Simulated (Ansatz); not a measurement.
**Forces on a displaced structure**

AlHI (SMILES [AlH][I]), doublet, at a frame of a short PBE0-D4/def2-SVP trajectory.

```csv
atom,x (Å),y (Å),z (Å)
Al1,-0.3033,-0.5151,-0.2187
I2,1.7485,-0.1383,0.9423
H3,-1.2967,0.7112,-0.6364
```

Ansatz 0.2.0; basis: def2-TZVPP; cores frozen in the correlated methods; orbitals are unrestricted. Filled d shells of the heavier atoms are correlated. Core potentials replace the inner electrons of the atoms past krypton. The def2 sets are not built for correlating such inner shells, so the correlated values are less sure here.

CCSD(T) forces from the calculation:
```csv
atom,Fx,Fy,Fz (eV/Å)
Al1,-1.412,-0.056,-0.778
I2,1.082,0.285,0.621
H3,0.331,-0.229,0.157
```

Task: Which atom feels the largest CCSD(T) force, and how large is it?

Result: Al1, 1.61 eV/Å, along (-0.88, -0.03, -0.48).

Root-mean-square difference of the force components from those of CCSD(T): PBE-D4 0.118; r2SCAN-D4 0.032; PBE0-D4 0.044; wB97M-V 0.019 eV/Å.

The T1 diagnostic stays at or below 0.012. ⟨S²⟩ of the unrestricted Hartree–Fock references: 0.76 (a pure state has 0.75).

For scale, one of the runs: CCSD(T)/def2-TZVPP forces, 106 basis functions, launched by `ansatz run in.yaml --threads 2 --pin off --events-out ev --progress --plain --max-ram 3481MiB`. Time: 82 s of wall clock on 2 CPU threads of an Arm Neoverse V2; the host was shared. Peak host memory: 1.3 GiB.
